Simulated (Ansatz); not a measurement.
Reaction (ligand exchange at a Ge–N bond): `C[N](C)[GeH]` + `O[SiH3]` → `[SiH3][O][GeH]` + `CNC`

Program: Ansatz. Geometries: PBE0-D4/def2-TZVP. ΔE: electronic, gas phase. CCSD(T)/CBS is the MP2 limit (def2-TZVPP, def2-QZVPP) plus CCSD(T) − MP2 in def2-TZVPP, frozen cores. DFT in def2-TZVPP. B3LYP here is the variant with VWN-RPA as its local correlation; programs differ in this. For Ge outer-core shells are correlated without core-valence functions, which leaves a few kJ/mol of doubt a bond. Scalar relativity is left out up to krypton.

(1) Is it downhill or uphill in electronic energy at CCSD(T)/CBS, and by how much? (Estimate.)

(2) What do these levels give: LDA (SPW92), PBE-D4, revPBE-D4, PBE, B3LYP, r2SCANh, CAM-B3LYP, MP2/def2-SVP, SCS-MP2/def2-TZVPP, CCSD/def2-TZVPP, MP2/def2-QZVPP, MP2/CBS(def2)? (An estimate is asked.)

Largest T1 diagnostic among the species: 0.016.

Results:

(1) The calculation gave: Uphill: ΔE = +0.07 eV.

(2) The calculation gave: LDA (SPW92) 0.20, PBE-D4 0.09, revPBE-D4 0.10, PBE 0.05, B3LYP -0.06, r2SCANh 0.04, CAM-B3LYP -0.07, MP2/def2-SVP 0.07, SCS-MP2/def2-TZVPP 0.03, CCSD/def2-TZVPP 0.00, MP2/def2-QZVPP 0.11, MP2/CBS(def2) 0.12 eV.

At CCSD(T), def2-SVP lies −0.04 eV from the extrapolated value and def2-TZVPP −0.01 eV. From PBE to PBE0 (25 % exact exchange), in def2-TZVPP and without D4, ΔE moves by −0.04 eV. Leaving LDA and LC-ωPBE aside and taking each functional with its dispersion term where it has one, the values, not all of them listed here, spread over 0.18 eV, from BHLYP-D4 to revPBE-D4. LDA lies +0.15 eV from PBE without D4.
